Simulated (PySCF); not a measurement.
Spin-rotation constants: `InChI=1S/C4H9F3Si2/c5-3-1-9(2-8-3)4(6)7/h3-4,9H,1-2,8H2/t3-,9-/m0/s1`

Geometry (Å), atoms numbered from 1 in this order:
```xyz
18

F     3.1764   -0.0823   -0.5947
C     2.1386    0.7756   -0.3643
F     2.6957    1.8889    0.1923
Si    0.8636   -0.0193    0.8621
C     0.1953   -1.6268    0.0838
Si   -1.5389   -1.2252   -0.6125
C    -1.5327    0.6875   -0.3663
F    -0.8938    1.2310   -1.4866
C    -0.7149    1.0528    0.8688
H     1.7446    1.0702   -1.3458
H     1.5261   -0.1191    2.1631
H     0.1326   -2.4184    0.8260
H     0.8581   -1.9966   -0.6955
H    -2.6088   -1.7991    0.2102
H    -1.7021   -1.5294   -2.0319
H    -2.5174    1.1648   -0.3490
H    -1.3142    0.8266    1.7498
H    -0.5169    2.1250    0.8788
```

Theory: PySCF, GIAO PBE0/pcSseg-1 magnetisability, rotational g tensor and spin-rotation constants, non-relativistic, gas phase. Geometry: GFN2-xTB.

Question: Give the nuclear spin-rotation constants along the inertial axes (H = +C I·J) beside the isotropic shieldings.

Answer: Rotational constants 1.7993, 0.7739, 0.6866 GHz. A star marks the isotopologue with that one atom substituted, in its own axes.
```tsv
atom	isotope	Caa (kHz)	Cbb (kHz)	Ccc (kHz)	mean (kHz)	σ (ppm)
F1	19F	0.678	0.702	0.810	0.730	328.4
F3	19F	1.002	0.373	0.956	0.777	330.4
F8	19F	0.670	0.365	0.198	0.411	406.1
H10	1H	-0.121	-0.052	0.017	-0.052	25.3
H11	1H	-0.107	-0.064	0.004	-0.056	26.9
H12	1H	-0.203	-0.029	-0.056	-0.096	31.7
H13	1H	-0.170	-0.067	-0.032	-0.090	31.5
H14	1H	-0.033	-0.068	-0.027	-0.043	27.5
H15	1H	-0.151	-0.073	0.027	-0.066	27.1
H16	1H	-0.020	-0.003	-0.075	-0.033	26.1
H17	1H	-0.148	-0.090	-0.015	-0.084	31.1
H18	1H	-0.147	0.001	-0.079	-0.075	29.9
C2	13C*	0.568	0.230	0.212	0.337	57.9
Si4	29Si*	-1.103	-0.462	-0.469	-0.678	352.2
C5	13C*	0.160	0.069	0.058	0.096	204.8
Si6	29Si*	-1.076	-0.428	-0.444	-0.649	376.2
C7	13C*	0.483	0.222	0.142	0.282	93.8
C9	13C*	0.263	0.126	0.090	0.160	165.7
```
For the geometry as given, no vibrational averaging.
